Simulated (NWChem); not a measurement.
System: CH₆MgSSi; SMILES C[S][Mg][SiH3]

Here is an NWChem input.

```
start job
memory heap 200 mb stack 900 mb global 1100 mb
geometry units angstroms noautoz
  Mg     0.245181     0.347807     0.072259
  S      0.420570    -1.957429     0.203061
  C     -1.298793    -2.568894     0.037934
  H     -1.257023    -3.665402     0.095718
  H     -1.745940    -2.299538    -0.929515
  H     -1.947599    -2.213397     0.851028
  Si     0.141916     2.916859    -0.062455
  H     -0.750052     3.515398     0.987215
  H     -0.376576     3.406734    -1.384094
  H      1.490315     3.552349     0.120959
end
basis spherical
  * library 6-31+g*
end
dft
  xc pbe0
  iterations 150
  mulliken
end
task dft energy
```

All runs use the structure optimised with PBE0/def2-SVP.

Task: Predict the main results of this run. (PBE0/6-31+G* (spherical d).) Quantities: basis functions; energy (Ha); highest occupied level (eV); orbital gap (eV); dipole (D).

Result: 
| Property | Result |
|---|---|
| number of basis functions | 96 |
| energy (Ha) | -929.03 |
| highest occupied level (eV) | -6.47 |
| orbital gap (eV) | 5.22 |
| dipole (D) | 1.50 |
